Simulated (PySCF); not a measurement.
A run that did not reach its result, on `C#CC#CCC(Cl)Cl` (driver script around PySCF, density fitting, GFN2-xTB geometry as the base; each input is a line of settings and coordinates in Å).

Command:
```bash
OMP_NUM_THREADS=1 python probes_run.py task.json out
```
Input:
```
{"job": {"kind": "uv", "xc": "PBE0", "basis": "def2-SVPD", "nstates": 3, "ntriplets": 2, "tda": true, "scf": {"aux": "sto-3g", "max_cycle": 73}}, "charge": 0, "multiplicity": 2}
C      3.918521     0.100463     0.242104
C      2.720322     0.219138     0.231749
C      1.367390     0.347940     0.208195
C      0.168388     0.477051     0.186172
C     -1.270826     0.608433     0.139781
C     -1.918571    -0.720744    -0.229967
Cl    -1.428195    -1.222950    -1.868051
Cl    -3.693005    -0.575320    -0.164191
H      4.962029    -0.000229     0.253618
H     -1.647396     0.920458     1.118922
H     -1.547338     1.368673    -0.596330
H     -1.630122    -1.523598     0.451970
```

Output:
```
RuntimeError: Electron number 74 and spin 1 are not consistent
Note mol.spin = 2S = Nalpha - Nbeta, not 2S+1
```

Q: Diagnose the run.

A: 74 electrons can't have multiplicity 2: an even count needs an odd multiplicity, an odd count an even one. Mend the charge or the multiplicity. With standard settings and the unaltered input the same level converges to E = -1150.29230 Eh in 14 cycles. The run gave no result.

The values belong to the conformer `[CH:1]#[C:2][C:3]#[C:4][CH2:5][CH:6]([Cl:7])[Cl:8]`: C4–C5–C6–Cl7 -63°.
